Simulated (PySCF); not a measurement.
**Peak assignment**

Structure with atom numbers: `[O:1]=[CH:2][SiH2:3]/[C:4]([F:5])=[CH:6]\[SiH2:7][O:8][SiH3:9]`. Each H is labelled by its parent atom.

- shieldings: GIAO PBE0/pcSseg-1
- structure optimised with GFN2-xTB
- code: PySCF 2.14
- one computed conformer, relativity neglected, isolated molecule, one averaged value for each set of equivalent atoms

Chemical shifts δ = σref − σ; TMS for $^{13}$C, $^{1}$H, all at this level.

Question: Assign these signals to the numbered atoms. $^{13}$C{$^{1}$H} NMR (computed): δ 243.4 (CH), 178.9 (C), 124.8 (CH).

Answer: 
```tsv
δ (ppm)	atoms	environment	reason
243.4	C2	carbonyl carbon	–
178.9	C4	fully substituted alkene carbon	–
124.8	C6	alkene CH	an sp2 carbon of a C=C bond
```

Question: Assign these signals to the numbered atoms. $^{1}$H NMR (600 MHz, computed): δ 12.11 (m, 1H), 5.99 (m, 1H), 5.28 (d, 2H), 5.12 (s, 3H), 4.67 (m, 2H).

Answer: 
12.11 → H(C2), hydrogen on a carbonyl carbon
5.99 → H(C6), hydrogen on an alkene CH: olefinic region
5.28 → H(Si7), hydrogen on a silicon bonded to C, O
5.12 → H(Si9), hydrogen on a silicon bonded to O
4.67 → H(Si3), hydrogen on a silicon bonded to 2 C

Splittings by $^{19}$F in the carbon and heteronuclear signals aren't shown, as no couplings were computed. Shifts are as computed. Against solution values, carbons near 30 ppm lie about +3 ppm off and those near 130 ppm about +5 ppm. Of 1309 compounds with measured shifts, 239 miss one by over three times the rms of a fit or turn the order of signals round; such compounds aren't used in these exercises. Multiplicities follow the n + 1 count of equivalent neighbours, as no J values were calculated; m marks all less simple cases, F and P coupling included.
